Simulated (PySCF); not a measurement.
Mo(OH)F5 (singlet state).
Bonds: Mo1–O2, Mo1–F4, Mo1–F5, Mo1–F6, Mo1–F7, Mo1–F8. Hydrogens: H3 on O2.

The calculation used PBE0-D3(BJ)/def2-SVP geometry optimisation, gas phase, def2 core potentials past Kr (PySCF).

(1) What internal coordinates does the optimisation give?

Answers

(1) 
```
                   bond  length (Å)
                 Mo1–O2       1.799
                 Mo1–F4       1.825
Mo1–F5 and 3 like bonds       1.830
                  O2–H3       0.964
```

Bonds in one row agree within 0.01 Å and their mean is given. A selection of angles:
```
    angle  degrees
O2–Mo1–F4    179.6
O2–Mo1–F5     92.6
O2–Mo1–F6     92.2
F4–Mo1–F5     87.8
F5–Mo1–F6    175.2
F5–Mo1–F7     89.9
Mo1–O2–H3    177.9
```

Mo1 (molybdenum bonded to 5 F and O) is octahedral (the three widest angles are 179.6°, 175.8° and 175.2°, the others run from 87.4° to 92.6°).

PBE0-D3(BJ)/def2-SVP frequencies: not computed here.

Time: 93 s wall; peak memory 0.48 GiB. Hardware: one thread, Arm Neoverse V1 (aarch64), no GPU, shared host with 32 logical CPUs at a one-minute load of 24. These figures are those of the optimisation.
